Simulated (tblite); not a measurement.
Question: Give a GFN2-xTB geometry of `P#Cc1ccsc1`.

Answer: 
```
atom  x, y, z in Å
P1     3.4708   -0.5362    0.0682
C2     1.9491   -0.2000    0.0403
C3     0.5827    0.0726    0.0158
C4    -0.4328   -0.9320   -0.0560
C5    -1.6779   -0.4076   -0.0660
S6    -1.6678    1.3156    0.0110
C7     0.0437    1.3347    0.0579
H8    -0.2143   -1.9842   -0.0956
H9    -2.6162   -0.9240   -0.1135
H10    0.5716    2.2659    0.1154
```

Any rigid rotation of these coordinates is as good. Atoms count from 1 in this order. The 5-membered ring C3–C4–C5–S6–C7 has internal angles of 91.0° to 112.5° (sum 540°, against 540° for a flat polygon); it is planar, 0.00 Å rms from its mean plane, widest ring torsion 0°. The C–C distances run from 1.351 Å (C4–C5, aromatic) to 1.430 Å (C3–C4, aromatic), a spread of 0.079 Å. S6 (thiophene-type sulfur) is bent (angle 91.0°). The 7 heavy atoms lie in one plane (0.001 Å rms).

Bonds between heavy atoms (Å): P1≡C2 1.559, C2–C3 1.394, C3–C4 1.430, C4–C5 1.351, C5–S6 1.725, S6–C7 1.712, C3–C7 1.373.

Computed geometry: GFN2-xTB, gas phase.

Point group: Cs (tolerance 0.08 Å). Its GFN2-xTB frequencies are all real (lowest 98 cm⁻¹).
